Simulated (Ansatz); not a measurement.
Conformers of CH9NO2Si2 (`CO[SiH2]N[SiH2]O`), each relaxed with PBE0-D4/def2-TZVP in Ansatz. CBS adds the triple-zeta coupled-cluster correction to the MP2 limit.

Not all of them had a frequency check.

Conformer A:

Cartesian coordinates in Å:
```
C 0.900 1.185 -1.998
O 0.572 0.828 -0.672
Si 0.952 -0.662 -0.056
N 0.150 -0.826 1.444
Si -1.545 -0.589 1.705
O -2.128 0.310 0.463
H 0.432 2.145 -2.221
H 0.535 0.443 -2.716
H 1.983 1.292 -2.123
H 0.504 -1.666 -1.057
H 2.417 -0.784 0.168
H 0.738 -0.800 2.264
H -2.332 -1.845 1.687
H -1.690 0.054 3.040
H -1.486 0.914 0.072
```

Conformer B:

```xyz
15

C    -0.487   -0.328    2.115
O     0.130   -1.067    1.082
Si    1.330   -0.417    0.148
N     0.720    0.831   -0.863
Si   -0.612    0.624   -1.946
O    -1.290   -0.832   -1.614
H    -1.229   -0.966    2.598
H     0.243   -0.012    2.868
H    -0.992    0.564    1.726
H     1.825   -1.575   -0.623
H     2.381    0.189    1.009
H     1.035    1.771   -0.674
H    -1.542    1.771   -1.756
H    -0.221    0.562   -3.375
H    -1.291   -1.114   -0.694
```

(1) Which is lowest in electronic energy at CCSD(T)/CBS (frozen core, def2 sets), and by how much? (Estimate.)

(2) Give the energies relative to A (kJ/mol) with ωB97M-V/def2-TZVPP, r2SCAN/def2-TZVPP, B3LYP/def2-TZVPP, CCSD/def2-TZVPP, CCSD(T)/def2-TZVPP, MP2/CBS(def2), CCSD/CBS(def2). (Estimate.)

## Answers

(1) Ansatz gave: A; B lies 0.5 kJ/mol higher. Gaps under about 2 kJ/mol don't settle the order.

(2) Ansatz gave: 
```json
{"level": "ωB97M-V/def2-TZVPP", "B": "0.3"}
{"level": "r2SCAN/def2-TZVPP", "B": "0.9"}
{"level": "B3LYP/def2-TZVPP", "B": "2.5"}
{"level": "CCSD/def2-TZVPP", "B": "1.0"}
{"level": "CCSD(T)/def2-TZVPP", "B": "0.7"}
{"level": "MP2/CBS(def2)", "B": "0.4"}
{"level": "CCSD/CBS(def2)", "B": "0.8"}
```

B3LYP here is the variant with VWN-RPA as its local correlation; programs differ in this.
